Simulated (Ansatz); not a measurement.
Tuning the range parameter of LC-ωPBE so that −HOMO meets the ionisation energy; basis def2-TZVP, Ansatz. System: PbSe2. The state is a singlet with charge 0. Geometry: r2SCAN-D4/def2-TZVP. The ionised state is a doublet.

Geometry of the singlet:

Cartesian coordinates in Å:
```
Pb 0.398 -0.883 1.206
Se 0.514 -0.229 -1.329
Se -0.912 1.112 0.123
```

In the def2 sets Pb takes a core potential; there is no spin–orbit coupling. The structure comes from a short search, and lower isomers may exist.

| ω (1/bohr) | HOMO (eV) | LUMO (eV) | vertical IE (eV) | HOMO + IE (eV) |
| --- | --- | --- | --- | --- |
| 0.1 | -6.05 | -2.11 | 7.41 | 1.36 |
| 0.15 | -6.59 | -1.66 | 7.43 | 0.83 |
| 0.2 | -7.02 | -1.36 | 7.46 | 0.43 |
| 0.3 | -7.66 | -1.06 | 7.56 | -0.10 |

Q: Where does the tuning condition hold?

A: Near ω = 0.28 bohr⁻¹, by linear interpolation.
